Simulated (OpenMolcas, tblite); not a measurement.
# GeSiH4F (SMILES F[SiH][GeH3]): the vertical energy of the quartet above the doublet, rung by rung

GeSiH4F: 7 atoms, total charge 0, spin state doublet. As SMILES, `F[SiH][GeH3]`. Geometry: relaxed at PBE0-D4/def2-TZVP.

Each level gives the vertical energy of the quartet above the doublet (eV). The values are calculated.

```tsv
level	kind	program	value (eV)	CPU time (all runs)
IPEA1-xTB	semi-empirical	tblite	5.19	under 2 s
UHF/def2-SVPD	Hartree–Fock	OpenMolcas	6.08	77 s
USVWN5/def2-SVPD	LDA	OpenMolcas	5.65	2.3 min
UBLYP/def2-SVPD	GGA	OpenMolcas	5.77	3.6 min
UM06-L/def2-SVPD	meta-GGA	OpenMolcas	5.92	4.5 min
UTPSS/def2-SVPD	meta-GGA	OpenMolcas	5.75	4.6 min
UPBE0/def2-SVPD	global hybrid	OpenMolcas	5.87	3.4 min
```

All-electron rows without a relativistic Hamiltonian named are non-relativistic. The values span 5.19 to 6.08 eV. CPU times are rough (shared hosts, several kinds of processor): they show what a rung costs within a factor of a few.
